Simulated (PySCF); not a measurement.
Magnetisability: `C=CCC(=O)OCCC`, C7H12O2

Cartesian coordinates in Å; atom numbers follow the order of the lines, from 1:
```xyz
21

C     3.8906    0.6705    0.3677
C     3.1222   -0.3728    0.6148
C     2.0751   -0.8862   -0.3290
C     0.7161   -0.6762    0.3124
O     0.2763   -1.3248    1.2238
O     0.0882    0.3578   -0.2511
C    -1.2022    0.6998    0.2561
C    -2.2976   -0.1392   -0.3976
C    -3.6794    0.3158    0.0513
H     4.6268    1.0133    1.0740
H     3.8209    1.2208   -0.5563
H     3.1955   -0.9108    1.5500
H     2.2147   -1.9574   -0.4863
H     2.1119   -0.3532   -1.2779
H    -1.3311    1.7591    0.0231
H    -1.2114    0.5529    1.3413
H    -2.2078   -0.0510   -1.4826
H    -2.1446   -1.1859   -0.1272
H    -4.4464   -0.2963   -0.4158
H    -3.8504    1.3535   -0.2264
H    -3.7764    0.2271    1.1306
```

Theory: GIAO B3LYP/pcSseg-1 magnetisability, rotational g tensor and spin-rotation constants, non-relativistic, gas phase (PySCF 2.14.0). Geometry: GFN2-xTB.

(1) What are the magnetisability and the molar susceptibility?

(2) Split it along the inertial axes a, b, c into diamagnetic and paramagnetic parts about the centre of mass, with the quadrupole moment.

(3) And the rotational g tensor?

## Answers

(1) Isotropic -1344 × 10⁻³⁰ J/T², or -80.9 × 10⁻⁶ cm³/mol; principal values -1483, -1397, -1151 × 10⁻³⁰ J/T², anisotropy 298 × 10⁻³⁰ J/T² (root of half the summed squared differences of the principal values). The susceptibility is in cgs units.

(2) 
```
axis  χ (10⁻⁶ cm³/mol)  diamagnetic (10⁻⁶ cm³/mol)  paramagnetic (10⁻⁶ cm³/mol)  summed x² of all electrons (Å²)  quadrupole Θ (D Å)
   a             -86.7                      -384.9                        298.2                            427.4               +6.22
   b             -72.8                     -1958.1                       1885.3                             56.6               -5.73
   c             -83.3                     -2053.1                       1969.9                             34.2               -0.49
```
Anisotropies 2χaa − χbb − χcc = -17.3 and 2χbb − χaa − χcc = +24.4 × 10⁻⁶ cm³/mol. Θ is traceless in Buckingham's convention.

(3) 
| axis | rotational constant (GHz) | g | nuclear part | electronic part |
| --- | --- | --- | --- | --- |
| a | 4.6654 | -0.0308 | 0.6227 | -0.6535 |
| b | 0.6764 | -0.0067 | 0.5924 | -0.5991 |
| c | 0.6397 | -0.0041 | 0.5879 | -0.5920 |

Asymmetric top; isotopes 12C, 1H, 16O; no vibrational averaging.
